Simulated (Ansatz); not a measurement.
Cost and result for the atomization energy of H₉N₃OSi₂ (`N[SiH2]N[SiH](N)O`) (15 atoms, 14 bonds).

```xyz
15

N    -1.9343   -1.7728    0.9810
Si   -0.4364   -1.5129    0.1917
N     0.2068   -0.0026    0.7024
Si    1.1859    1.1925   -0.0598
N     0.7721    1.1841   -1.7118
O     0.9519    2.6367    0.6949
H    -2.2259   -2.7081    1.2111
H    -2.7212   -1.1606    0.8411
H     0.3772   -2.7057    0.5563
H    -0.4930   -1.4369   -1.2972
H     0.1229    0.1421    1.7017
H     2.6429    0.9984    0.1274
H     1.3952    1.5262   -2.4225
H     0.0625    0.5753   -2.0809
H     0.0935    3.0444    0.5646
```

Charge 0, multiplicity 1. The structure was optimised at the PBE0-D4/def2-TZVP level. It is one conformer, not always the lowest. Program: Ansatz. All runs use 2 threads of an AMD EPYC 7R13 on a shared host and a share of an NVIDIA H100 80 GB. Times are those of one run each, without the atoms' runs, and a repeat can differ threefold. Electronic energies, without spin–orbit coupling; frozen cores. CCSD(T)/CBS adds CCSD(T) − MP2 in def2-TZVPP to the MP2 limit, and its time is that of the two runs behind it. T1 = 0.011. B3LYP takes the VWN-RPA correlation (the form of Gaussian; ORCA's B3LYP/G).

CCSD(T)/CBS is a level of theory with its own doubt, some kJ/mol a heavy atom from the limit and from the frozen cores, so smaller differences don't rank the functionals.

| level | functions | wall time | atomization (kJ/mol) | difference from CCSD(T)/CBS | per bond |
| --- | --- | --- | --- | --- | --- |
| PBE-D4/def2-TZVPP (with forces) | 334 | 2.4 s | 5414.4 | 25.7 | 1.8 |
| B3LYP-D4/def2-TZVPP (with forces) | 334 | 2.5 s | 5383.4 | -5.3 | -0.4 |
| ωB97M-V/def2-TZVPP (with forces) | 334 | 3.5 s | 5400.6 | 11.9 | 0.8 |
| ωB97X-V/def2-TZVPP | 334 | 3.5 s | 5403.8 | 15.1 | 1.1 |
| B2PLYP/def2-TZVPP | 334 | 3.8 s | 5310.8 | -77.9 | -5.6 |
| PBE0-D4/def2-TZVPP | 334 | 3.9 s | 5316.8 | -71.9 | -5.1 |
| r2SCAN-D4/def2-TZVPP (with forces) | 334 | 4 s | 5336.4 | -52.3 | -3.7 |
| MP2/def2-QZVPP | 638 | 4.2 s | 5384.1 | -4.6 | -0.3 |
| CCSD(T)/def2-TZVPP | 334 | 7.5 s | 5201.8 | -186.9 | -13.3 |
| CCSD(T)/CBS(def2) | – | 12 s | 5388.7 | 0.0 | 0.0 |

From PBE to PBE0 (25 % exact exchange), in def2-TZVPP and without D4, the atomization energy moves by −92.4 kJ/mol: exact exchange takes away binding that semilocal exchange gives to molecules. The D4 term adds +56.1 kJ/mol with B3LYP and +29.8 kJ/mol with PBE0; it sums over pairs of atoms, weighted by their polarisabilities, and B3LYP, whose exchange is more repulsive, gets the larger term. In def2-TZVPP, CCSD(T) changes the Hartree–Fock value by +1473.8 kJ/mol (the triples alone add +75.3 kJ/mol) and MP2 by +1543.0 kJ/mol; breaking electron pairs costs correlation energy, which Hartree–Fock lacks.
